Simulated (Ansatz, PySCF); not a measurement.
Gas-phase reaction (SMILES): CCB(OC)OC [ethyl(dimethoxy)borane] + O (H2O) -> COB(O)OC [dimethoxyborinic acid] + CC (C2H6) [ethane]; water cleaves one B-C bond, a model of a ligand-exchange step.

Structures are relaxed separately at B3LYP-D3(BJ)/def2-TZVP in Ansatz (a first-principles code), one conformer each, not searched for the lowest. Cores are frozen in the correlated levels unless marked. No spin-orbit coupling. Non-relativistic. Basis-set limits of correlation are two-point, X^-3; Hartree-Fock from the larger set. [CCSD(T)-MP2]/basis is that difference in the basis named. Thermal terms are rigid-rotor harmonic-oscillator values from B3LYP-D3(BJ) frequencies (Ansatz or PySCF) at 298.15 K and 1 atm. 1 Eh = 627.5095 kcal/mol.

```
species    E, RI-MP2/CBS(cc-pVTZ,cc-pVQZ)+[CCSD(T)-MP2]/cc-pVTZ (Ansatz) (Eh)  E, PBE/def2-TZVPD (Ansatz) (Eh)  H - E (Eh)
---------  ------------------------------------------------------------------  -------------------------------  ----------
CCB(OC)OC                                                          -334.05260                       -334.12606     0.16584
O (H2O)                                                             -76.37659                        -76.38111     0.02495
COB(O)OC                                                           -330.76701                       -330.83104     0.11352
CC (C2H6)                                                           -79.71807                        -79.73096     0.07887
```

Problem. Work out ΔE and ΔH at 298.15 K at the first level, then ΔH at the second.

Solution. 
1. ΔE = [(-330.76701) + (-79.71807)] - [(-334.05260) + (-76.37659)] = -0.05589 Eh = -35.1 kcal/mol at RI-MP2/CBS(cc-pVTZ,cc-pVQZ)+[CCSD(T)-MP2]/cc-pVTZ.
2. The terms H - E add up to 0.00160 Eh, so ΔH = (-0.05589 + (0.00160))×627.5095 = -34.1 kcal/mol.
3. At PBE/def2-TZVPD the same steps give ΔE = -34.4 and ΔH = -33.4 kcal/mol, a shift of +0.7 from the first level.
4. These values are not checked against measurement here, since the tables used lack a sound gas-phase enthalpy of formation for at least one species.
